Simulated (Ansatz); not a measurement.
Reaction (formal loss of a carbene): `CNC(=O)[SiH3]` → `[CH2]` (triplet) + `NC(=O)[SiH3]`

Calculated with Ansatz (gas phase, PBE0-D4/def2-TZVP geometries, no zero-point term in ΔE). CCSD(T)/CBS is the MP2 limit (def2-TZVPP, def2-QZVPP) plus CCSD(T) − MP2 in def2-TZVPP, frozen cores. This one scheme is used for every species. Functionals use def2-TZVPP. HSE06 is defined as in plane-wave codes. Triplets are unrestricted, without spin–orbit coupling. Each species was taken in one conformer, which may not be the lowest.

| level | ΔE (eV) | difference from CCSD(T)/CBS |
| --- | --- | --- |
| revPBE-D4 | 4.26 | -0.05 |
| BLYP-D4 | 4.26 | -0.05 |
| PBE0-D4 | 4.29 | -0.02 |
| r2SCAN0-D4 | 4.03 | -0.28 |
| HSE06-D4 | 4.29 | -0.02 |
| BHLYP-D4 | 4.12 | -0.19 |
| BLYP | 4.12 | -0.19 |
| RPA@PBE/def2-TZVPP | 4.15 | -0.16 |
| MP2/def2-SVP | 4.28 | -0.03 |
| CCSD/def2-SVP | 4.11 | -0.20 |
| CCSD(T)/def2-SVP | 4.21 | -0.10 |
| HF/def2-TZVPP | 2.78 | -1.53 |
| CCSD/def2-TZVPP | 4.07 | -0.24 |
| SCS-MP2/def2-QZVPP | 4.41 | 0.10 |
| HF/CBS(def2) | 2.78 | -1.53 |
| MP2/CBS(def2) | 4.42 | 0.11 |
| CCSD(T)/CBS | 4.31 | 0 |

Largest T1 diagnostic among the species: 0.016.

Leaving LDA and LC-ωPBE aside and taking each functional with its dispersion term where it has one, the values, not all of them listed here, spread over 0.39 eV, from r2SCAN0-D4 to ωB97X-V. LDA lies +0.79 eV from PBE without D4. At CCSD(T), def2-SVP lies −0.10 eV from the extrapolated value and def2-TZVPP −0.11 eV. From PBE to PBE0 (25 % exact exchange), in def2-TZVPP and without D4, ΔE moves by −0.09 eV.

CCSD(T)/CBS has its own doubt, a few kJ/mol and more with outer-core shells, so smaller differences from it don't rank the levels.
